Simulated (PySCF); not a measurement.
## Dipole moment and polarisability of `C#C[SiH2]C1=CO/C1=C/Cl`

Species: C6H5ClOSi.
Geometry (GFN2-xTB, Å), atoms numbered from 1 in this order:
```
atom  x, y, z in Å
C1    -1.8692    2.0202   -1.5485
C2    -1.7604    1.0013   -0.9196
Si3   -1.5750   -0.5736    0.0335
C4     0.1006   -0.5171    0.8507
C5     0.6533   -0.6036    2.0801
O6     1.9847   -0.4501    1.6841
C7     1.4804   -0.3509    0.3719
C8     2.1714   -0.1778   -0.7416
Cl9    1.3938   -0.0802   -2.2612
H10   -1.9644    2.9133   -2.0971
H11   -2.6000   -0.6503    1.0787
H12   -1.6333   -1.7035   -0.9014
H13    0.3710   -0.7388    3.1045
H14    3.2463   -0.0893   -0.7563
```

Level: PBE0/def2-SVPD (PySCF), static field, nuclei fixed, core orbitals frozen in the response. The polarisability tensor in these axes (au):

```
x   109.39  -3.26  -1.67
y    -3.26  90.36 -17.05
z    -1.67 -17.05 130.12
```

Q: Diagonalise the tensor; give its mean and Δα, where Δα² is half the sum of the squared differences of the eigenvalues.

A: Principal values 83.53, 109.89 and 136.44 au; mean 109.95 au = 16.29 Å³ = 18.13 × 10⁻⁴⁰ C²·m²/J; Δα = 45.81 au (42 % of the mean).

Q: What is the dipole moment, and where does it point?

A: (-0.38, 0.10, 0.78) D, 0.88 D in size, pointing from the negative to the positive side. Measured along this direction, the outermost atoms are Cl9 at the negative end and H13 at the positive end.

Q: Along which axes do the principal values lie, and how far do the nuclei extend along each?

A: Largest value along (-0.02, -0.35, 0.94), where the nuclei span 6.11 Å; middle along (0.99, -0.14, -0.03), 5.77 Å; least along (0.14, 0.93, 0.34), 3.83 Å. The response follows the extents in order.

Q: Orientational against electronic polarisability at 273 K (dilute gas, rigid molecules)?

A: In Gaussian units μ²/3kT = 6.79 Å³ against 16.29 Å³, a ratio of 0.42; the Debye molar polarisation (4π/3)N_A(α + μ²/3kT) is 58.2 cm³/mol, leaving out the vibrational part.

Q: What are the principal values of the traceless quadrupole moment, Θ = ½Σq(3rr − r²1), about the centre of nuclear charge?

A: -6.10, -2.42, 8.51 D·Å. The values depend on the origin, since the dipole doesn't vanish. The electronic extent ⟨r²⟩ about the same centre is 1674 bohr², a root-mean-square distance of 2.42 Å for the 80 electrons.

Q: What depolarisation ratio follows for Rayleigh scattering of linearly polarised light, taking the static tensor?

A: ρ = 3Δα²/(45ᾱ² + 4Δα²) = 6296.9/(544035 + 8395.9) = 0.0114.

Q: In TDDFT the mean static polarisability is Σ f/ω² over all singlet excitations (ω in hartree). How much of it do the 8 lowest give? Their energies (eV) and oscillator strengths: 4.73, 0.0450; 5.35, 0.2837; 5.79, 0.0115; 5.83, 0.0049; 6.06, 0.0030; 6.09, 0.0073; 6.13, 0.0016; 6.29, 0.0074.

A: They add up to 9.56 au, 8.7 % of the 109.95 au; the largest single term is 7.34 au, from the state at 5.35 eV. Terms in order: 1.49, 7.34, 0.25, 0.11, 0.06, 0.15, 0.03, 0.14 au. Higher excitations give the rest. The strengths listed sum to 0.364.

One conformer (not necessarily the lowest) at the GFN2-xTB geometry, without solvent, vibrations or thermal averaging.

The run behind these numbers computed excited states as well. The run took 71 s (grids of density and orbitals included) on one thread, Arm Neoverse V1 (aarch64), shared host, and the process peaked at 0.89 GiB of memory.
